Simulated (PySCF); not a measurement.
Spin states of InSb

Unrestricted PBE0; PySCF, scalar-relativistic core potentials, basis sets In cc-pVTZ-PP with ECP28, Sb cc-pVTZ-PP with ECP28. Outer shells of the fragments: In 4d10 5s2 5p1; Sb 4d10 5s2 5p3.

Followed along the bond (rough minima from three points):

```tsv
2Ms+1	unpaired	⟨S²⟩ at the start	R at minimum (Å)	Te (eV)
3	π ↑↑	2.01	2.95	0.00
3	σ ↑, π ↑	2.01	2.73	0.24
1	π ↑↓	1.01	2.95	0.27
1	σ ↓, π ↑	1.02	2.72	0.44
1	none	0.00	2.94	1.09
```

Solutions found at the starting distance of 2.755 Å, counted from the lowest of them; the search is not exhaustive and high or unbound solutions are not listed, so other states can lie among these:

```json
{"2Ms+1": "3", "unpaired": "π ↑↑", "term": "³Σ⁻", "E (eV)": "0.00", "⟨S²⟩": "2.01", "⟨Lz²⟩": "0.00", "μ (D)": "-1.02"}
{"2Ms+1": "3", "unpaired": "σ ↑, π ↑", "term": "³Π", "E (eV)": "0.14", "⟨S²⟩": "2.01", "⟨Lz²⟩": "1.02", "μ (D)": "-2.53"}
{"2Ms+1": "1", "unpaired": "π ↑↓", "term": "mixed", "E (eV)": "0.27", "⟨S²⟩": "1.01", "⟨Lz²⟩": "2.02", "μ (D)": "-0.96"}
{"2Ms+1": "1", "unpaired": "σ ↓, π ↑", "term": "mixed", "E (eV)": "0.34", "⟨S²⟩": "1.02", "⟨Lz²⟩": "1.02", "μ (D)": "-2.56"}
{"2Ms+1": "1", "unpaired": "none", "term": "mixed", "E (eV)": "1.08", "⟨S²⟩": "0.00", "⟨Lz²⟩": "2.01", "μ (D)": "-0.66"}
{"2Ms+1": "5", "unpaired": "σ ↑, π ↑↑↑", "term": "⁵Π", "E (eV)": "1.66", "⟨S²⟩": "6.01", "⟨Lz²⟩": "1.00", "μ (D)": "1.27"}
{"2Ms+1": "3", "unpaired": "σ ↑, π ↑↑↓", "term": "mixed", "E (eV)": "2.15", "⟨S²⟩": "3.02", "⟨Lz²⟩": "3.03", "μ (D)": "1.18"}
{"2Ms+1": "3", "unpaired": "σ ↓, π ↑↑↑", "term": "mixed", "E (eV)": "2.24", "⟨S²⟩": "3.02", "⟨Lz²⟩": "1.00", "μ (D)": "1.38"}
{"2Ms+1": "3", "unpaired": "π ↑↑", "term": "mixed", "E (eV)": "2.78", "⟨S²⟩": "2.01", "⟨Lz²⟩": "2.01", "μ (D)": "-0.81"}
{"2Ms+1": "3", "unpaired": "π ↑↑", "term": "mixed", "E (eV)": "3.02", "⟨S²⟩": "2.01", "⟨Lz²⟩": "2.01", "μ (D)": "-1.04"}
{"2Ms+1": "5", "unpaired": "σ ↑↑, π ↑↑", "term": "⁵Σ⁻", "E (eV)": "3.61", "⟨S²⟩": "6.00", "⟨Lz²⟩": "0.00", "μ (D)": "1.93"}
{"2Ms+1": "3", "unpaired": "π ↑↑", "term": "mixed", "E (eV)": "3.71", "⟨S²⟩": "2.01", "⟨Lz²⟩": "2.01", "μ (D)": "4.30"}
{"2Ms+1": "3", "unpaired": "σ ↑↑, π ↑↓", "term": "mixed", "E (eV)": "4.19", "⟨S²⟩": "3.01", "⟨Lz²⟩": "2.02", "μ (D)": "2.00"}
{"2Ms+1": "1", "unpaired": "σ ↓↓, π ↑↑", "term": "mixed", "E (eV)": "4.22", "⟨S²⟩": "2.01", "⟨Lz²⟩": "0.00", "μ (D)": "2.05"}
```

A term symbol is given only where ⟨S²⟩ and ⟨Lz²⟩ are close to those of a pure state; real π, δ and φ orbitals otherwise mix terms. A positive dipole means In(−)Sb(+).

Compare the gap between the two lowest followed solutions at the starting distance with the gap between their minima.

At PBE0 the second solution (triplet, unpaired electrons σ ↑, π ↑) lies +0.14 eV from the first (triplet, unpaired electrons π ↑↑) at 2.755 Å and +0.24 eV at the minima; the two curves relax by different amounts, since their minima lie near 2.73 and 2.95 Å.

Spin–orbit coupling is left out. Counting both spins, an empty level lies below a filled one in some of these solutions, because spin and occupation are held.
